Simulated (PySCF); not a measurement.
A structure optimised at ωB97X-D3(BJ)/def2-SVP, used in a PySCF frequency run:

```
Si
H 1 1.4927
H 1 1.4927 2 108.29
As 1 2.3536 2 107.93 3 116.60
H 4 1.5198 1 92.52 2 75.09
H 4 1.5198 5 92.87 1 -92.66
As 1 2.3536 2 107.93 3 -116.60
H 7 1.5198 1 92.52 2 -168.08
H 7 1.5198 8 92.87 1 -92.66
```
Charge 0, spin multiplicity 1.

### Question
Write its SMILES, formula and point group.

### Answer
[AsH2][SiH2][AsH2], As2H6Si, C2v

### Question
What are its rotational constants (standard atomic weights)?

### Answer
8.9451, 0.81809, 0.76739 GHz
